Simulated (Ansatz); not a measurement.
Gas-phase electronic energies from Ansatz, PBE0-D4/def2-TZVP geometries. CCSD(T)/CBS adds triple-zeta CCSD(T) − MP2 to the extrapolated MP2 energy (def2 sets, frozen cores). DFT in def2-TZVPP. For Ge outer-core shells are correlated without core-valence functions, which leaves a few kJ/mol of doubt a bond. Scalar relativity is left out up to krypton. Each species was taken in one conformer, which may not be the lowest.

Consider the ligand exchange at the Si–O bond: `O[SiH2]O[SiH2]S` + `[OH][GeH3]` → `O[SiH2][O][GeH3]` + `O[SiH2]S`.

```json
{"level": "BLYP", "ΔE (eV)": "-0.02"}
{"level": "HF/def2-TZVPP", "ΔE (eV)": "-0.02"}
{"level": "HF/def2-QZVPP", "ΔE (eV)": "-0.02"}
{"level": "SCS-MP2/def2-QZVPP", "ΔE (eV)": "0.01"}
```

Q: What does CCSD(T)/CBS give? (Best estimate.)

A: The calculation gave: +0.02 eV. The listed levels differ from it by -0.04, -0.04, -0.04, -0.01 eV.

Largest T1 diagnostic among the species: 0.012.

Leaving LDA and LC-ωPBE aside and taking each functional with its dispersion term where it has one, the values, not all of them listed here, spread over 0.05 eV, from B2PLYP to BLYP-D4. The D4 term adds +0.05 eV with B3LYP and +0.03 eV with PBE0; it sums over pairs of atoms, weighted by their polarisabilities, and B3LYP, whose exchange is more repulsive, gets the larger term.

B3LYP here is the variant with VWN-RPA as its local correlation; programs differ in this.
